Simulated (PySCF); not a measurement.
H₄O₂S₂Si. Atoms are numbered in the order given.

```xyz
9

O      1.5017    -0.8706     0.7635
Si     0.1780    -0.3266    -0.0633
O     -0.1518    -1.4857    -1.2023
S     -1.6172    -0.0924     1.0924
S      0.6951     1.6105    -0.8088
H      1.5138    -1.8174     0.9559
H     -0.8716    -1.3118    -1.8206
H     -1.1648     0.9935     1.7606
H      1.9862     1.2702    -1.0366
```
Charge 0, spin multiplicity 1.

The structure is a stationary point at B3LYP-D3(BJ)/def2-SVP. One conformer was computed; it need not be the lowest.

The numbers are results of TDDFT-PBE/def2-SVPD (PySCF), not measurements.

Vertical excitations. Isolated molecule, no solvent.

Computed excitation energies, oscillator strengths and character:
| state | energy (eV) | λ (nm) | f | main pairs |
|---|---|---|---|---|
| S1 | 5.51 | 225 | 0.019 | HOMO→LUMO 99 % |
| S2 | 5.57 | 223 | 0.030 | HOMO−1→LUMO 99 % |
| S3 | 5.88 | 211 | 0.006 | HOMO→LUMO+1 98 % |
| S4 | 5.91 | 210 | 0.003 | HOMO−1→LUMO+1 99 % |
| S5 | 6.12 | 203 | 0.009 | HOMO−1→LUMO+2 48 %, HOMO→LUMO+2 48 % |
| S6 | 6.14 | 202 | 0.010 | HOMO→LUMO+2 51 %, HOMO−1→LUMO+2 45 % |
| S7 | 6.57 | 189 | 0.014 | HOMO−2→LUMO 40 %, HOMO→LUMO+3 39 %, HOMO−1→LUMO+3 18 % |
| S8 | 6.59 | 188 | 0.026 | HOMO→LUMO+3 36 %, HOMO−2→LUMO 29 %, HOMO→LUMO+4 28 % |
| S9 | 6.61 | 187 | 0.019 | HOMO−1→LUMO+3 68 %, HOMO−2→LUMO 19 % |
| S10 | 6.69 | 185 | 0.008 | HOMO→LUMO+4 66 %, HOMO→LUMO+3 13 % |
| T1 | 5.37 | 231 | 0 | HOMO−1→LUMO 84 % |
| T2 | 5.39 | 230 | 0 | HOMO→LUMO 83 % |
| T3 | 5.59 | 222 | 0 | HOMO−1→LUMO+1 88 % |
| T4 | 5.61 | 221 | 0 | HOMO→LUMO+1 86 % |
Triplets are in the Tamm–Dancoff approximation, which puts them higher than full response would, so one can lie above its singlet here.
